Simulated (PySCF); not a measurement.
# One molecule, several mistakes: BClH5Si2

All numbers below are calculated, not measured. The program is PySCF 2.14.0, an open-source quantum chemistry code, run on an isolated molecule that a program drew, which may never have been made. The molecule is BClH5Si2 (charge 0, doublet), drawn as the SMILES string `[SiH2]B[SiH2]Cl`.

Each row is a Hartree-Fock (HF) and frozen-core CCSD(T) single point in the cc-pV(D+d)Z basis, meant for a local HF minimum. Run 1 is clean. Each other run has one planted mistake out of seven kinds, and not every kind appears here: one electron removed, one electron added, multiplicity raised by two, geometry at a saddle point, minimal basis STO-3G, one bond length entered in bohr, all coordinates scaled. The reference is restricted for singlets and unrestricted otherwise, and also for a bond in bohr. Adding or removing an electron swaps singlet and doublet. Electrons count all cores. HOMO and LUMO are orbital energies over both spins, the gradient is its largest component, and the lowest frequency (negative if imaginary) is given only where the gradient is small. Bond lengths are over the 8 bonds as drawn. T1 is the CCSD diagnostic: over 0.02 (restricted) or 0.045 (unrestricted) a single reference is doubtful.

Geometry of the clean run:
```xyz
9
BClH5Si2, angstrom
Si   -0.6648   -1.5447   -0.6092
B     0.3854   -0.1226   -1.3922
Si   -0.3326    1.6697   -1.9906
Cl   -2.3965    1.8425   -1.6801
H    -2.1149   -1.4844   -0.3588
H    -0.0934   -2.8384   -0.1867
H     1.5616   -0.3203   -1.5342
H     0.2919    2.7810   -1.2418
H    -0.1131    1.8870   -3.4363
```

| run | electrons | basis functions | <S^2> | HOMO (eV) | LUMO (eV) | gradient (hartree/bohr) | lowest frequency (cm^-1) | mean bond (Å) | longest bond (Å) | T1 | HF (hartree) | CCSD(T) (hartree) | mistake |
|---|---|---|---|---|---|---|---|---|---|---|---|---|---|
| 1 | 55 | 108 | 0.760 | -8.66 | 0.01 | 1.6e-05 | 72 | 1.6445 | 2.094 | 0.0136 | -1064.96427 | -1065.44522 | no fault |
| 2 | 54 | 108 | 0.000 | -15.70 | -7.09 | 3.9e-02 | - | 1.6445 | 2.094 | 0.0133 | -1064.67564 | -1065.13610 | one electron removed |
| 3 | 55 | 37 | 0.760 | -5.91 | 4.72 | 3.2e-02 | - | 1.6445 | 2.094 | 0.0156 | -1053.05701 | -1053.21578 | minimal basis STO-3G |
| 4 | 55 | 108 | 3.782 | -6.01 | -2.28 | 4.6e-02 | - | 1.6445 | 2.094 | 0.0207 | -1064.81153 | -1065.28577 | ? |

**Which mistake was planted in run 4, and what did it cost?**

Electrons, basis and geometry are unchanged, and <S^2> is 3.782, beside S(S+1) = 3.75 for a multiplicity of 4. So the mistake is: multiplicity raised by two. Subtracting run 1 and multiplying by 627.51 kcal/mol a hartree, the energy moved by 95.8 kcal/mol in HF and 100.1 kcal/mol in CCSD(T).

